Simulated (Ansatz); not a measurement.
A nudged elastic band was laid between two geometries of CH₉NOSi₃ (15 atoms, charge 0, multiplicity 1).

Method: Ansatz, RKS B3LYP/cc-pVDZ.

- movable images: 7
- climbing image: yes
- spring: 5.0 eV/Å²
- optimiser: quadratic models (default)
- start path: IDPP
- force threshold: 0.05 eV/Å
- iteration limit: 27
- end points: relaxed

First end point:

```xyz
15
Properties=species:S:1:pos:R:3
O -1.809 -1.629 1.003
C -1.083 -0.629 0.579
Si 1.184 -2.485 0.337
N 0.164 -0.726 0.238
Si 1.169 0.682 -0.306
Si -0.141 2.613 -0.727
H -1.187 -2.422 1.073
H -1.644 0.315 0.540
H 0.357 -3.035 -0.840
H 0.170 -3.042 1.394
H 2.177 0.951 0.760
H 1.856 0.244 -1.555
H 0.783 3.708 -1.157
H -0.875 3.050 0.503
H -1.140 2.354 -1.812
```

Last end point:

```xyz
15
Properties=species:S:1:pos:R:3
O -1.858 -1.864 0.027
C -1.142 -0.772 0.053
Si 1.256 -2.451 0.325
N 0.149 -0.749 0.161
Si 1.124 0.777 0.239
Si -0.162 2.695 -0.297
H -1.216 -2.629 0.183
H -1.755 0.137 -0.027
H 0.936 -2.806 -1.138
H 0.010 -3.238 0.858
H 1.682 0.884 1.619
H 2.233 0.612 -0.744
H -0.725 2.592 -1.680
H 0.740 3.887 -0.217
H -1.293 2.876 0.668
```

Question: Which bonds break or form, and what moves?

Answer: No bond is made or broken. The dihedral N4–Si5–Si6–H15 goes from -61 to 61°. The two ends are copies of one structure, up to a mirror image or an exchange of like atoms.

Question: What energy profile does the band end with?

Answer: The run converged. The highest image is number 4 of 0 to 8, 4.2 kJ/mol above the ends, which have the same energy within 2 meV. A vibrational analysis at the climbing image gives one clearly imaginary mode, 103i cm⁻¹: a first-order saddle point.

```json
{"image": "0", "path coordinate (Å)": "0.00", "energy (kJ/mol)": "0.0", "dihedral N4–Si5–Si6–H15 (°)": "-61"}
{"image": "1", "path coordinate (Å)": "0.60", "energy (kJ/mol)": "0.6", "dihedral N4–Si5–Si6–H15 (°)": "-46"}
{"image": "2", "path coordinate (Å)": "1.19", "energy (kJ/mol)": "2.0", "dihedral N4–Si5–Si6–H15 (°)": "-31"}
{"image": "3", "path coordinate (Å)": "1.79", "energy (kJ/mol)": "3.5", "dihedral N4–Si5–Si6–H15 (°)": "-16"}
{"image": "4", "path coordinate (Å)": "2.38", "energy (kJ/mol)": "4.2", "dihedral N4–Si5–Si6–H15 (°)": "0"}
{"image": "5", "path coordinate (Å)": "2.98", "energy (kJ/mol)": "3.5", "dihedral N4–Si5–Si6–H15 (°)": "16"}
{"image": "6", "path coordinate (Å)": "3.57", "energy (kJ/mol)": "2.0", "dihedral N4–Si5–Si6–H15 (°)": "32"}
{"image": "7", "path coordinate (Å)": "4.16", "energy (kJ/mol)": "0.5", "dihedral N4–Si5–Si6–H15 (°)": "47"}
{"image": "8", "path coordinate (Å)": "4.76", "energy (kJ/mol)": "0.0", "dihedral N4–Si5–Si6–H15 (°)": "61"}
```

Question: What is the geometry of the highest image?

Answer: 
```xyz
15
Properties=species:S:1:pos:R:3
O -1.849 -1.896 0.218
C -1.153 -0.792 0.151
Si 1.287 -2.425 0.343
N 0.142 -0.748 0.176
Si 1.119 0.779 0.138
Si -0.171 2.714 -0.390
H -1.187 -2.644 0.365
H -1.781 0.104 0.065
H 0.885 -2.846 -1.082
H 0.092 -3.209 0.984
H 1.757 0.925 1.478
H 2.169 0.564 -0.899
H 0.365 3.339 -1.638
H -0.081 3.699 0.732
H -1.616 2.386 -0.611
```

Question: What are the harmonic wavenumbers there?

Answer: 103i, 39, 113, 120, 174, 180, 288, 322, 393, 401, 410, 503, 531, 591, 709, 752, 788, 816, 856, 890, 928, 936, 938, 943, 974, 1023, 1285, 1371, 1442, 1655, 1854, 1982, 2186, 2201, 2209, 2217, 2229, 3047, 3148 cm⁻¹.

The run took 5.5 min on 2 threads of Arm Neoverse V1 (shared host), peak memory 0.44 GiB.
